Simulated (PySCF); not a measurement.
# Electron correlation in C (carbon, neutral)

[He] 2s1 2p3, high-spin 5S determinant (an excited configuration). All numbers are calculated (PySCF 2.14, the non-relativistic Hamiltonian (point nucleus), in aug-cc-pVDZ (4s3p2d, 23 functions)). Frozen: 1s2; 4 electrons correlated.

```json
{"level": "CCSD", "correlation energy (mhartree)": "-26.73"}
{"level": "(T)", "correlation energy (mhartree)": "-0.16"}
{"level": "CCSD(T)", "correlation energy (mhartree)": "-26.89"}
{"level": "CCSDT", "correlation energy (mhartree)": "-26.94"}
{"level": "FCI", "correlation energy (mhartree)": "-26.94"}
```

Diagnostics: T1 = 0.0057, D1 = 0.0092, largest double amplitude 0.036, weight of the Hartree-Fock determinant in FCI 0.9861 (7315 determinants).

Cost of the coupled-cluster step: about 0.11 core-seconds, for 4 correlated electrons.
